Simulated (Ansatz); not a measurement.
Born–Oppenheimer molecular dynamics of CH4ClFZn (8 atoms, charge 0, multiplicity 1). It starts at the highest image of a converged band. Of that band: A vibrational analysis at the climbing image gives one clearly imaginary mode, 257i cm⁻¹, and a faint second one (28i cm⁻¹) that may be numerical noise or a soft torsion: probably a first-order saddle point.

Level of theory: RKS BLYP/def2-mTZVP (Ansatz 0.2.0).

```json
{"ensemble": "NVE (velocity Verlet)", "time step": "0.5 fs", "steps asked": "200", "starting velocities drawn for": "100 K", "seed": "7777"}
```

Frames 5 fs apart, positions in Å, forces in eV/Å.

Velocities at 5.0 fs (Å/ps):

```
Zn 0.69 0.24 -1.48
F -1.12 -0.11 3.56
C -2.60 -0.71 -2.42
H -3.44 -5.86 -0.86
Cl 0.24 -0.08 1.79
H 5.22 4.23 -3.43
H 5.30 3.83 8.61
H -8.28 -4.30 -9.63
```

```xyz
8
Properties=species:S:1:pos:R:3:forces:R:3 time_fs=5.0 energy_less_start_eV=0.020 T=75
Zn -0.260 0.256 -0.311 -0.08 0.04 0.12
F -1.175 1.076 -1.768 -0.07 0.00 -0.19
C 0.226 -0.140 1.533 -0.03 -0.59 0.16
H -0.443 0.238 -2.550 0.13 -0.02 0.05
Cl 0.616 -0.780 -2.590 -0.12 0.06 -0.02
H -0.510 -0.807 2.014 -0.03 0.17 -0.19
H 0.318 0.757 2.150 0.14 0.10 -0.04
H 1.169 -0.703 1.499 0.06 0.23 0.12
8
Properties=species:S:1:pos:R:3:forces:R:3 time_fs=10.0 energy_less_start_eV=0.030 T=62
Zn -0.257 0.257 -0.318 -0.12 0.12 0.24
F -1.181 1.076 -1.752 -0.12 0.02 -0.27
C 0.215 -0.143 1.524 0.35 0.08 0.17
H -0.444 0.208 -2.549 0.11 0.04 0.00
Cl 0.617 -0.780 -2.581 -0.07 -0.02 -0.07
H -0.520 -0.793 1.994 -0.30 -0.11 0.05
H 0.354 0.750 2.158 -0.02 -0.16 -0.28
H 1.151 -0.706 1.467 0.18 0.02 0.15
8
Properties=species:S:1:pos:R:3:forces:R:3 time_fs=15.0 energy_less_start_eV=0.038 T=51
Zn -0.254 0.259 -0.324 -0.13 0.16 0.33
F -1.189 1.076 -1.739 -0.14 0.06 -0.27
C 0.209 -0.150 1.516 0.22 -0.68 -0.05
H -0.421 0.188 -2.548 -0.03 0.14 -0.08
Cl 0.617 -0.781 -2.572 0.11 -0.17 -0.13
H -0.576 -0.785 1.973 0.33 0.24 -0.10
H 0.389 0.732 2.122 -0.17 0.38 0.16
H 1.163 -0.700 1.471 -0.20 -0.12 0.13
8
Properties=species:S:1:pos:R:3:forces:R:3 time_fs=20.0 energy_less_start_eV=0.034 T=57
Zn -0.252 0.261 -0.329 -0.08 0.09 0.35
F -1.198 1.076 -1.729 -0.12 0.10 -0.31
C 0.210 -0.164 1.509 0.56 0.74 0.05
H -0.403 0.198 -2.563 -0.04 0.07 -0.05
Cl 0.618 -0.782 -2.565 0.10 -0.13 -0.18
H -0.589 -0.747 1.946 -0.26 -0.25 0.30
H 0.382 0.764 2.099 -0.23 -0.38 -0.24
H 1.146 -0.725 1.506 0.06 -0.23 0.08
8
Properties=species:S:1:pos:R:3:forces:R:3 time_fs=25.0 energy_less_start_eV=0.037 T=53
Zn -0.250 0.264 -0.333 -0.04 -0.07 0.32
F -1.209 1.078 -1.724 -0.06 0.10 -0.34
C 0.219 -0.170 1.502 -0.39 -0.82 0.03
H -0.391 0.223 -2.587 0.07 -0.11 0.05
Cl 0.620 -0.784 -2.559 -0.05 0.06 -0.23
H -0.623 -0.738 1.961 0.36 0.22 -0.20
H 0.334 0.752 2.049 0.22 0.41 0.37
H 1.128 -0.789 1.559 -0.12 0.21 0.00
8
Properties=species:S:1:pos:R:3:forces:R:3 time_fs=30.0 energy_less_start_eV=0.056 T=29
Zn -0.248 0.266 -0.335 -0.06 -0.09 0.28
F -1.221 1.081 -1.722 0.04 0.07 -0.23
C 0.222 -0.185 1.497 -0.06 0.80 0.33
H -0.366 0.225 -2.601 0.00 -0.10 0.05
Cl 0.621 -0.786 -2.554 0.02 0.04 -0.27
H -0.613 -0.704 1.952 -0.43 -0.26 0.13
H 0.327 0.779 2.050 0.22 -0.55 -0.19
H 1.101 -0.819 1.613 0.27 0.11 -0.10
8
Properties=species:S:1:pos:R:3:forces:R:3 time_fs=35.0 energy_less_start_eV=0.055 T=29
Zn -0.246 0.268 -0.337 -0.12 -0.02 0.25
F -1.232 1.085 -1.723 0.14 -0.01 -0.07
C 0.223 -0.192 1.498 -0.39 -0.55 0.20
H -0.342 0.207 -2.606 -0.19 0.08 -0.03
Cl 0.623 -0.788 -2.551 0.22 -0.17 -0.27
H -0.655 -0.704 1.952 0.38 0.14 -0.17
H 0.369 0.732 2.037 0.10 0.49 0.35
H 1.115 -0.818 1.641 -0.14 0.03 -0.26
8
Properties=species:S:1:pos:R:3:forces:R:3 time_fs=40.0 energy_less_start_eV=0.053 T=32
Zn -0.245 0.270 -0.337 -0.14 0.05 0.26
F -1.241 1.089 -1.726 0.21 -0.09 -0.06
C 0.218 -0.202 1.504 0.44 0.94 0.19
H -0.356 0.202 -2.614 -0.08 -0.01 0.03
Cl 0.626 -0.791 -2.550 0.07 -0.02 -0.26
H -0.648 -0.694 1.934 -0.20 -0.22 0.28
H 0.426 0.738 2.070 -0.28 -0.41 -0.23
H 1.114 -0.817 1.613 -0.03 -0.25 -0.20
8
Properties=species:S:1:pos:R:3:forces:R:3 time_fs=45.0 energy_less_start_eV=0.036 T=54
Zn -0.244 0.272 -0.337 -0.21 0.09 0.30
F -1.248 1.091 -1.729 0.26 -0.18 -0.12
C 0.219 -0.200 1.513 -0.18 -0.48 -0.27
H -0.389 0.195 -2.615 0.10 -0.12 0.11
Cl 0.629 -0.794 -2.550 -0.17 0.18 -0.23
H -0.653 -0.714 1.958 0.28 0.11 -0.06
H 0.434 0.696 2.079 0.06 0.37 0.27
H 1.097 -0.861 1.538 -0.14 0.03 -0.01
8
Properties=species:S:1:pos:R:3:forces:R:3 time_fs=50.0 energy_less_start_eV=0.044 T=43
Zn -0.244 0.275 -0.336 -0.33 0.19 0.36
F -1.252 1.091 -1.734 0.29 -0.25 -0.07
C 0.218 -0.202 1.518 0.00 0.18 -0.12
H -0.404 0.164 -2.594 0.03 0.02 0.02
Cl 0.631 -0.796 -2.553 -0.10 0.08 -0.17
H -0.621 -0.724 1.983 -0.17 -0.02 0.00
H 0.447 0.697 2.122 0.11 -0.35 -0.23
H 1.058 -0.902 1.463 0.17 0.16 0.21
8
Properties=species:S:1:pos:R:3:forces:R:3 time_fs=55.0 energy_less_start_eV=0.046 T=41
Zn -0.245 0.278 -0.333 -0.38 0.25 0.39
F -1.251 1.089 -1.739 0.29 -0.28 -0.01
C 0.217 -0.204 1.519 -0.05 -0.40 -0.29
H -0.413 0.138 -2.567 -0.07 0.15 -0.08
Cl 0.633 -0.797 -2.556 0.00 -0.05 -0.12
H -0.615 -0.733 2.004 -0.06 0.08 -0.11
H 0.489 0.653 2.134 0.14 0.16 0.01
H 1.051 -0.910 1.432 0.13 0.09 0.20
8
Properties=species:S:1:pos:R:3:forces:R:3 time_fs=60.0 energy_less_start_eV=0.041 T=47
Zn -0.248 0.282 -0.329 -0.28 0.20 0.36
F -1.247 1.082 -1.745 0.26 -0.28 -0.04
C 0.216 -0.212 1.515 0.42 -0.13 0.00
H -0.434 0.143 -2.557 0.08 0.05 -0.06
Cl 0.634 -0.798 -2.560 -0.17 0.09 -0.09
H -0.624 -0.726 2.003 0.08 0.10 -0.06
H 0.555 0.630 2.136 -0.26 0.06 -0.14
H 1.071 -0.900 1.446 -0.13 -0.10 0.04
```

Of the whole run (100 fs, mean temperature of the second half 63 K): The conserved energy stayed within 0.033 meV per atom of its start (net change 0.025 meV per atom), so the integration is sound. A run of 0.1 ps of so small a system gives no equilibrium averages. The orbitals stay closed-shell, which can raise the energy where a bond breaks towards radicals; this wasn't checked here.

Run time: 6.7 min on 2 threads of Arm Neoverse V1, with other jobs on the host, peak memory 0.2 GiB.
